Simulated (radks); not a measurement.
All-electron atom: Os39+ in [Kr] 4d1.

All-electron calculation, Dirac Kohn-Sham, relativistic LDA (MacDonald-Vosko exchange, VWN5 correlation), spin-unpolarised, spherical densities, finite nucleus; open shells fill j = l - 1/2 first; Fermi nuclear charge, rms radius 5.4126 fm. Program: a radial shooting solver on a logarithmic mesh with Libxc functionals.

Energy parts (hartree):
| part | energy |
|---|---|
| total | -16302.3824 |
| kinetic | 18551.5567 |
| electron-nucleus | -38287.7929 |
| Hartree | 3660.7308 |
| exchange-correlation | -226.8769 |

Orbitals (lengths in bohr, moments of r in powers of bohr):
orbital  occ.  eigenvalue (hartree)  <1/r>
1s1/2       2             -2754.846  89.97
2s1/2       2             -533.2088  22.01
2p1/2       2             -513.7897  21.97
2p3/2       4             -458.2293  18.27
3s1/2       2             -171.4079  8.184
3p1/2       2             -162.8068  8.103
3p3/2       4             -150.3410  7.146
3d3/2       4             -136.0795  7.037
3d5/2       6             -133.3412  6.813
4s1/2       2             -77.89887  3.876
4p1/2       2             -74.19199  3.805
4p3/2       4             -70.27169  3.483
4d3/2       1             -64.29831  3.367
4d5/2       0             -63.45280  3.293

The highest occupied level is 4d3/2 at -1749.6 eV. The density falls to 0.001 e/bohr^3 at r = 1.04 bohr. Summed over all electrons, <r^2> = 2.356 bohr^2, which gives a Langevin (diamagnetic) susceptibility term of -1.87 x 10^-6 cm^3/mol.
